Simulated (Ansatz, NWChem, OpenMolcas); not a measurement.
**A ladder of methods for MoO3 (SMILES [O]=[Mo](=[O])=[O])**

MoO3: 4 atoms, total charge 0, spin state singlet. As SMILES, `[O]=[Mo](=[O])=[O]`. The shape is that of a PBE0-D4/def2-TZVP optimisation.

```xyz
4

O    -0.9680   -0.1498    1.2625
Mo   -0.1381   -0.3365   -0.2003
O     1.5070   -0.6076    0.0888
O    -0.3452    1.0336   -1.1714
```

Each level gives the HOMO–LUMO gap (eV). The values are calculated.

```json
{"level": "HF/def2-SVPD (core potential)", "kind": "Hartree–Fock", "program": "NWChem", "value (eV)": "11.09"}
{"level": "SVWN5/def2-SVPD (core potential)", "kind": "LDA", "program": "NWChem", "value (eV)": "2.06"}
{"level": "BLYP/def2-SVPD (core potential)", "kind": "GGA", "program": "Ansatz", "value (eV)": "1.93"}
{"level": "PBE/def2-SVPD (core potential)", "kind": "GGA", "program": "NWChem", "value (eV)": "2.08"}
{"level": "M06-L/def2-SVPD (core potential)", "kind": "meta-GGA", "program": "OpenMolcas", "value (eV)": "2.93"}
{"level": "B3LYP/def2-SVPD (core potential)", "kind": "global hybrid", "program": "OpenMolcas", "value (eV)": "3.79"}
{"level": "M06-2X/def2-SVPD (core potential)", "kind": "hybrid meta-GGA", "program": "NWChem", "value (eV)": "6.69"}
{"level": "wB97M-V/def2-SVPD (core potential)", "kind": "range-separated hybrid", "program": "Ansatz", "value (eV)": "8.51"}
```

The values span 1.93 to 11.09 eV. Orbital gaps aren't excitation energies; they tend to grow with the share of exact exchange.
